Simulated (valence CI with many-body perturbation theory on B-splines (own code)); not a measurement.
**Energy levels of Nd²⁰⁺**

Computed by relativistic CI+MBPT: four valence electrons over a frozen Dirac-Fock core [Kr], a basis of 7 s, 7 p, 8 d, 6 f, 4 g, 1 h functions for each j, with the one-electron correlation potential Σ1, the two-electron term Σ2, the three-electron term Σ3, Breit, model QED; selected CI, second order for the rest, scaled by the run's own slope (own B-spline code, finite nucleus).

No measured spectrum was set against this ion. As an estimate, terms of the open shell hold to 2 to 4 % of their energy, and close levels can change places. Only levels of the ground parity were solved; by the run's estimate the other parity begins above the list, which can be wrong where configurations are misplaced.

Levels 1 to 32 of 32, with energies above the lowest level, (4d3/2^4) J=0. "Leading %" is the weight of the configuration and term that name the level; weights of strongly mixed levels are sums over their largest components and can fall short. In the jj column 3d3/2^4 stands for four electrons in 3d with j = 3/2. Lifetimes count E1, E2, E3, M1 and M2 decay at the calculated energies, and are blank where another channel may lead or the interval is too uncertain; long ones can be off by a factor of two.

| No. | Configuration | Term | J | E (cm⁻¹) | Leading % | Leading jj | Lifetime |
| --- | --- | --- | --- | --- | --- | --- | --- |
| 1 | 4d⁴ | ⁵D | 0 | 0.0 | 49 | 4d3/2^4 (88 %) |  |
| 2 | 4d⁴ | ⁵D | 1 | 23325 | 77 | 4d3/2^3 4d5/2 (90 %) | 2.29 ms |
| 3 | 4d⁴ | ⁵D | 2 | 38948 | 82 | 4d3/2^3 4d5/2 (50 %) | 6.34 ms |
| 4 | 4d⁴ | ⁵D | 3 | 48280 | 69 | 4d3/2^3 4d5/2 (50 %) | 35.9 ms |
| 5 | 4d⁴ | ⁵D | 4 | 49525 | 33 | 4d3/2^3 4d5/2 (80 %) | 36.1 s |
| 6 | 4d⁴ | ⁵D | 0 | 70626 | 48 | 4d3/2^2 4d5/2^2 (84 %) | 282 μs |
| 7 | 4d⁴ | ³H | 4 | 73910 | 46 | 4d3/2^2 4d5/2^2 (75 %) | 1.74 ms |
| 8 | 4d⁴ | ³G | 3 | 82059 | 60 | 4d3/2^2 4d5/2^2 (58 %) | 1.04 ms |
| 9 | 4d⁴ | ³F | 2 | 83918 | 49 | 4d3/2^2 4d5/2^2 (60 %) | 593 μs |
| 10 | 4d⁴ | ³H | 5 | 88846 | 72 | 4d3/2^2 4d5/2^2 (99 %) | 2.50 ms |
| 11 | 4d⁴ | ³P | 1 | 92228 | 63 | 4d3/2^2 4d5/2^2 (79 %) | 509 μs |
| 12 | 4d⁴ | ³H | 6 | 95458 | 63 | 4d3/2^2 4d5/2^2 (94 %) | 333 ms |
| 13 | 4d⁴ | ³G | 4 | 103150 | 65 | 4d3/2^2 4d5/2^2 (90 %) | 3.88 ms |
| 14 | 4d⁴ | ³D | 2 | 105560 | 43 | 4d3/2^2 4d5/2^2 (87 %) | 3.24 ms |
| 15 | 4d⁴ | ³D | 3 | 107070 | 42 | 4d3/2^2 4d5/2^2 (79 %) | 1.13 ms |
| 16 | 4d⁴ | ³F | 4 | 116090 | 43 | 4d3/2 4d5/2^3 (63 %) | 438 μs |
| 17 | 4d⁴ | ³F | 3 | 125730 | 47 | 4d3/2 4d5/2^3 (84 %) | 332 μs |
| 18 | 4d⁴ | ¹D | 2 | 128040 | 34 | 4d3/2^2 4d5/2^2 (58 %) | 350 μs |
| 19 | 4d⁴ | ³G | 5 | 133730 | 72 | 4d3/2 4d5/2^3 (99 %) | 789 μs |
| 20 | 4d⁴ | ³D | 1 | 136000 | 75 | 4d3/2 4d5/2^3 (85 %) | 242 μs |
| 21 | 4d⁴ | ¹I | 6 | 137920 | 63 | 4d3/2 4d5/2^3 (94 %) | 783 μs |
| 22 | 4d⁴ | ³F | 4 | 144840 | 51 | 4d3/2^2 4d5/2^2 (72 %) | 797 μs |
| 23 | 4d⁴ | ³P | 2 | 149370 | 60 | 4d3/2^2 4d5/2^2 (53 %) | 603 μs |
| 24 | 4d⁴ | ¹S | 0 | 152740 | 63 | 4d3/2 4d5/2^3 (82 %) | 350 μs |
| 25 | 4d⁴ | ¹F | 3 | 157720 | 50 | 4d3/2 4d5/2^3 (89 %) | 448 μs |
| 26 | 4d⁴ | ³F | 2 | 161100 | 49 | 4d3/2^2 4d5/2^2 (52 %) | 432 μs |
| 27 | 4d⁴ | ³F | 3 | 183460 | 72 | 4d3/2 4d5/2^3 (98 %) |  |
| 28 | 4d⁴ | ¹G | 4 | 183540 | 49 | 4d5/2^4 (66 %) | 191 μs |
| 29 | 4d⁴ | ³P | 1 | 184750 | 95 | 4d3/2 4d5/2^3 (94 %) | 304 μs |
| 30 | 4d⁴ | ¹D | 2 | 187240 | 46 | 4d5/2^4 (48 %) | 310 μs |
| 31 | 4d⁴ | ³P | 0 | 191390 | 68 | 4d3/2^2 4d5/2^2 (58 %) |  |
| 32 | 4d⁴ | ¹G | 4 | 193470 | 54 | 4d3/2 4d5/2^3 (75 %) |  |

The ionisation energy to 4d³ ⁴F3/2 of the next ion comes out as 603.03 eV (NIST: 602 ± 4 eV (theoretical)). All 32 levels together are meant to be complete up to 199070 cm⁻¹.
